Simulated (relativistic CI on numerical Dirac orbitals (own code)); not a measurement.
Electric-dipole lines of Tc²³⁺

These numbers are calculated, not measured: Dirac-Coulomb-Breit CI, orbitals from a KLI potential per configuration, a model potential for QED, unscaled Slater integrals (own radial code, finite nucleus).

Configuration list (outside the closed core [Ne]): 3s²3p⁶3d², 3s²3p⁵3d³, 3s3p⁶3d³, 3s²3p⁶3d4s, 3s²3p⁶3d4p, 3s²3p⁶3d4d, 3s²3p⁶3d4f, 3s²3p⁵3d²4s, 3s²3p⁵3d²4p, 3s²3p⁶4s², 3s²3p⁵3d²4d, 3s²3p⁶4s4p, 3s3p⁶3d²4s, 3s²3p⁶3d5s, 3s²3p⁶4p², 3s3p⁶3d²4p, 3s²3p⁶3d5p, 3s²3p⁶4s4d, 3s²3p⁶3d5d, 3s²3p⁶4p4d, 3s²3p⁶3d5f, 3s²3p⁶3d5g, 3s²3p⁶3d6s, 3s²3p⁶3d6p, 3s²3p⁶3d6f, 3p⁶3d⁴, 3p⁵3d⁵, 3p⁶3d³4s, 3p⁵3d⁴4s. Double excitations out of closed p, d and f shells are left out; levels of such configurations are missing from the list, as are those of other unlisted configurations, and high levels can miss mixing partners. These lack a partner that the ground configuration has and come out too high: 3s²3p⁵3d²4p, 3s²3p⁵3d²4d.

| λ vac (nm) | Lower | Upper | A (s⁻¹) | E lower (10³ cm⁻¹) | E upper (10³ cm⁻¹) |
| --- | --- | --- | --- | --- | --- |
| 2.0885 | 3s²3p⁶3d² ³F2 [1] | 3s²3p⁶3d4f ³G°3 [283] | 6.12e+12 | 0.0 | 4788.0 |
| 2.0925 | 3s²3p⁶3d² ³F2 [1] | 3s²3p⁵3d²4s ⁵D°3 [280] | 4.02e+12 | 0.0 | 4779.0 |
| 2.0934 | 3s²3p⁶3d² ³F3 [2] | 3s²3p⁶3d4f ³G°4 [290] | 9.45e+12 | 31.7 | 4808.7 |
| 2.1013 | 3s²3p⁶3d² ³F4 [3] | 3s²3p⁶3d4f ³G°5 [296] | 1.49e+13 | 59.0 | 4818.0 |
| 2.1054 | 3s²3p⁶3d² ³F4 [3] | 3s²3p⁶3d4f ³G°4 [290] | 2.38e+12 | 59.0 | 4808.7 |
| 2.1059 | 3s²3p⁶3d² ¹G4 [7] | 3s²3p⁶3d4f ¹H°5 [316] | 6.77e+12 | 121.2 | 4869.7 |
| 2.1080 | 3s²3p⁶3d² ¹G4 [7] | 3s²3p⁶3d4f ¹H°5 [313] | 9.86e+12 | 121.2 | 4864.9 |
| 2.1109 | 3s²3p⁶3d² ¹D2 [5] | 3s²3p⁶3d4f ³D°3 [295] | 7.31e+12 | 76.8 | 4814.1 |
| 2.1152 | 3s²3p⁶3d² ³F3 [2] | 3s²3p⁶3d4f ³F°3 [278] | 3.36e+12 | 31.7 | 4759.5 |
| 2.1159 | 3s²3p⁶3d² ³P0 [4] | 3s²3p⁶3d4f ³D°1 [286] | 7.90e+12 | 70.9 | 4796.9 |
| 2.1224 | 3s²3p⁶3d² ³P2 [8] | 3s²3p⁶3d4f ¹F°3 [305] | 9.89e+12 | 122.8 | 4834.5 |
| 6.3251 | 3s²3p⁶3d² ³F2 [1] | 3s²3p⁵3d³ ³D°1 [111] | 8.74e+11 | 0.0 | 1581.0 |
| 6.3938 | 3s²3p⁶3d² ³F3 [2] | 3s²3p⁵3d³ ³D°2 [113] | 8.11e+11 | 31.7 | 1595.7 |
| 6.4820 | 3s²3p⁶3d² ³F4 [3] | 3s²3p⁵3d³ ³D°3 [114] | 8.14e+11 | 59.0 | 1601.7 |
| 6.5090 | 3s²3p⁶3d² ¹G4 [7] | 3s²3p⁵3d³ ¹F°3 [118] | 9.83e+11 | 121.2 | 1657.5 |
| 6.6360 | 3s²3p⁶3d² ¹G4 [7] | 3s²3p⁵3d³ ¹G°4 [115] | 1.02e+12 | 121.2 | 1628.1 |
| 6.7006 | 3s²3p⁶3d² ³F4 [3] | 3s²3p⁵3d³ ³F°4 [109] | 7.67e+11 | 59.0 | 1551.4 |
| 6.8957 | 3s²3p⁶3d² ³F2 [1] | 3s²3p⁵3d³ ¹D°2 [99] | 4.42e+11 | 0.0 | 1450.2 |
| 7.0740 | 3s²3p⁶3d² ³F3 [2] | 3s²3p⁵3d³ ³F°3 [97] | 2.83e+11 | 31.7 | 1445.4 |
| 7.4801 | 3s²3p⁶3d² ³F3 [2] | 3s²3p⁵3d³ ³G°4 [83] | 1.74e+11 | 31.7 | 1368.6 |

Terms are leading LS components. Brackets give the number of a level in order of energy, since labels repeat. The list gives strong lines, with weight on those to low levels, without lines whose two gauges differ by over a factor of 2.5, among the lowest 400 of 1847 levels, so that lines to higher ones, which can be the strongest, are missing. Levels whose partners in the same complex of configurations lie outside the list can be far off, and so can their lines. Rates are taken at the computed energies, electric ones in the length gauge.

At this charge energies of transitions that change n are usually good to better than 1 %, and those within a shell (Δn = 0) to a few per cent. Terms inside the open d or f shell come out 10 to 20 % too wide with unscaled integrals.

Question: From the table, what is the radiative lifetime of 3s²3p⁶3d4f ³G°4?

Answer: The listed rates from this level add up to about 1.18e+13 s⁻¹, 100 % of its decay; with all channels τ = 8.43e-14 s.

LS names give the leading component of a level, which can be under half, so a name can repeat, a term be missing and a line seem to break the LS rules.
